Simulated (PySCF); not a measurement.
Computed with PySCF with ωB97X-D3(BJ)/def2-TZVP // PBE0-D3(BJ)/def2-TZVP. Gas-phase values, no solvent. One relaxed conformer stands for a flexible species; it need not be the lowest. 

Reference species (SMILES): `C=C(S)SS` (neutral, multiplicity 1).

```json
{
 "HOMO–LUMO gap": "10.36 eV",
 "HOMO": "-9.05 eV"
}
```

Changed species: `S/C=C/SS`.

### Question
What does the change do to the HOMO–LUMO gap and HOMO?

### Answer
the HOMO–LUMO gap drops by 0.62 eV, to 9.74 eV; the HOMO increases by 0.32 eV, to -8.73 eV.
